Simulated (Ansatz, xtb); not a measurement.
Isomers of C3H7BO2 in order of energy

3 gas-phase structures of C3H7BO2, from a drawn sample of its isomers (lower ones may exist). Each was relaxed with GFN2-xTB:

A. `B[C@@]1(OC)CO1`, a singlet
B. `B[C@@H]1O[C@@H]1OC`, a singlet
C. `B[C@@H]1O[C@H]1OC`, a singlet

Problem. Which do you expect lowest at r2SCAN-D4/def2-SVP, and how would the others follow?

Solution. Calculated order at r2SCAN-D4/def2-SVP: B (0.0), C (2.1), A (19.7) kJ/mol. Less than 1 kcal/mol parts B and C, so the order within that pair means little.

Energies above the lowest of each column, in kJ/mol; the last columns are at B3LYP-D3(BJ)/def2-SVP geometries:

```csv
structure,GFN2-xTB,HF/STO-3G,r2SCAN-D4/def2-SVP,B3LYP-D3(BJ)/def2-SVP,CCSD(T)/def2-SVP + ΔMP2/def2-TZVPP
B,0.0,0.0,0.0,0.0,0.0
C,4.2,10.2,2.1,4.2,5.0
A,18.0,15.0,19.7,20.4,18.6
```

Every level run on B puts it lowest or level with the lowest. Flexible structures stand in one conformer each, not always the lowest. ΔMP2 is the change of the MP2 energy from the smaller to the larger basis.

Programs: Ansatz 0.2.0, xtb 6.7.1.
